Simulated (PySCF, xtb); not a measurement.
C5H5Cl, SMILES C(=CCl)=CC=C. The values are those of a single conformer.

Harmonic wavenumbers (cm⁻¹) from xtb with GFN2-xTB at its own minimum, in rising order: 73, 115, 170, 246, 369, 443, 542, 615, 709, 731, 853, 890, 923, 1014, 1095, 1149, 1190, 1263, 1359, 1419, 1661, 2037, 3024, 3062, 3073, 3101, 3135.

What does PBE-D3(BJ)/def2-SVP in PySCF give at its own minimum? (The exact figures need the calculation; the answer reports its results.)

80, 123, 196, 261, 369, 460, 560, 631, 736, 749, 865, 896, 897, 995, 1077, 1155, 1192, 1254, 1321, 1410, 1639, 1990, 3040, 3077, 3101, 3110, 3182. Paired by order, the mean absolute difference is 18 cm⁻¹ and the zero-point energies are 49.0 and 49.1 kcal/mol.
